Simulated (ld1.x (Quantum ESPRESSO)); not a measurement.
# An all-electron radial function and its pseudo partner (europium (Eu))

Columns: radius, all-electron u(r) and pseudo u(r) of the 5p shell (level -26.64 eV) of europium in the configuration [Kr] 4d10 4f6 5s2 5p6 5d1 6s2 6p0; PBEsol, scalar-relativistic, PAW scheme, ld1.x (Quantum ESPRESSO) 7.5.

| r (bohr) | all-electron | pseudo |
| --- | --- | --- |
| 0.148 | -0.2682 | -0.0135 |
| 0.295 | 0.0487 | -0.0525 |
| 0.443 | 0.4641 | -0.1141 |
| 0.590 | 0.3256 | -0.1921 |
| 0.738 | -0.0607 | -0.2808 |
| 0.885 | -0.4338 | -0.3716 |
| 1.033 | -0.7033 | -0.4583 |
| 1.180 | -0.8564 | -0.5328 |
| 1.328 | -0.9166 | -0.5908 |
| 1.475 | -0.9101 | -0.6278 |
| 1.623 | -0.8613 | -0.6426 |
| 1.770 | -0.7891 | -0.6354 |
| 1.918 | -0.7057 | -0.6084 |
| 2.065 | -0.6207 | -0.5658 |
| 2.213 | -0.5384 | -0.5119 |
| 2.360 | -0.4628 | -0.4524 |
| 2.508 | -0.3943 | -0.3915 |
| 2.655 | -0.3343 | -0.3340 |
| 2.802 | -0.2821 | -0.2822 |
| 2.950 | -0.2369 | -0.2369 |
| 3.098 | -0.1984 | -0.1984 |
| 3.245 | -0.1659 | -0.1659 |
| 3.393 | -0.1382 | -0.1382 |
| 3.540 | -0.1151 | -0.1151 |
| 3.688 | -0.0956 | -0.0956 |
| 3.835 | -0.0793 | -0.0793 |

(1) How many radial nodes do the two functions have?

(2) At about which radius was the pseudo-wave matched?

(3) Where does each function peak?

(4) Is the pseudo-wave norm-conserving?

## Answers

(1) The all-electron 5p function has n − l − 1 = 3 (the table is too coarse to show those close to the nucleus); the pseudo-wave has 0, since the states of the same l below it are removed with the core.

(2) 2.95 bohr. The columns agree to 0.0005 from 2.65 bohr on; several derivatives are matched, so the curves merge somewhat inside the radius.

(3) Outermost all-electron maximum near 1.33 bohr, pseudo maximum near 1.62 bohr (to the table’s step).

(4) No, it belongs to a PAW set: the norm inside the radius is not constrained, and the difference is carried by the augmentation charge.
